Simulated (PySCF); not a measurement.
Compound: C4H3F3.
Numbering: `[CH:1]#[C:2][C@H:3]([F:4])[CH:5]([F:6])[F:7]` (hydrogens: H8 on C1; H9 on C3; H10 on C5)

Theory: PBE0-D3(BJ)/def2-SVP geometry optimisation, gas phase in PySCF.

Give the optimised bond lengths and angles.

| bond | length (Å) | order |
| --- | --- | --- |
| C1≡C2 | 1.209 | triple |
| C2–C3 | 1.458 | single |
| C3–F4 | 1.369 | single |
| C3–C5 | 1.527 | single |
| C5–F6 | 1.344 | single |
| C5–F7 | 1.344 | single |
| C1–H8 | 1.075 | single |
| C3–H9 | 1.105 | single |
| C5–H10 | 1.104 | single |

Orders are formal, as drawn. A selection of angles:
| angle | degrees |
| --- | --- |
| C2–C1–H8 | 179.7 |
| C1–C2–C3 | 179.5 |
| C2–C3–F4 | 111.1 |
| C2–C3–C5 | 112.1 |
| C2–C3–H9 | 110.2 |
| F4–C3–C5 | 107.4 |
| F4–C3–H9 | 108.7 |
| C5–C3–H9 | 107.1 |
| C3–C5–F6 | 108.8 |
| C3–C5–F7 | 109.2 |
| C3–C5–H10 | 111.6 |
| F6–C5–F7 | 108.5 |
| F6–C5–H10 | 109.2 |
| F7–C5–H10 | 109.5 |

Torsions: C2–C3–C5–F6 -176° (antiperiplanar).

The 3 C–F bonds span 1.344 Å (C5–F6, drawn single) to 1.369 Å (C3–F4, drawn single), a spread of 0.025 Å. The 3 C–C bonds span 1.209 Å (C1≡C2, drawn triple) to 1.527 Å (C3–C5, drawn single), a spread of 0.318 Å.

Point group: C1 (no symmetry element, even within 0.4 Å). No frequency check. The numbers are those of one conformer.

On Arm Neoverse V1, one thread, no GPU, shared host with 64 logical CPUs at a one-minute load of 28, this took 34 s of wall time and 0.46 GiB of memory at its peak. This is the geometry optimisation.
